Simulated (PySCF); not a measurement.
## Sb²⁺ (antimony, charge +2) across methods

[Kr] 4d10 5s1 5p1 5d1, one real determinant (an excited configuration). Computed with PySCF 2.14 in aug-cc-pwCVDZ-PP with ECP28MDF, with scalar relativity through the core potential.

```csv
method,E (hartree),mean ε 5s α (eV),mean ε 5p α (eV),mean ε 5d α (eV),Σ⟨r²⟩ (bohr²),⟨S²⟩
PBE,-238.5760,-33.063,-23.266,-12.241,43.90,3.751
r2SCAN,-238.6696,-33.478,-23.690,-12.189,43.94,3.751
LDA,-238.1764,-33.448,-23.400,-12.164,43.92,3.751
PBEsol,-238.3167,-33.173,-23.300,-12.183,43.84,3.751
UHF,-237.71884,-37.828,-27.619,-13.595,45.36,3.751
HSE06,-238.5869,-34.024,-24.050,-12.324,44.18,3.751
PBE0,-238.5898,-34.438,-24.486,-12.692,44.12,3.751
BLYP,-238.5360,-32.886,-23.012,-12.042,43.99,3.750
```

⟨L²⟩ = 8.00 against 12 for a pure F term, so this real determinant mixes terms. Energies and moments cover only the electrons outside the core potential. The outer electron is Rydberg-like, and this basis confines it to a smaller radius and binds it less than a complete one would.
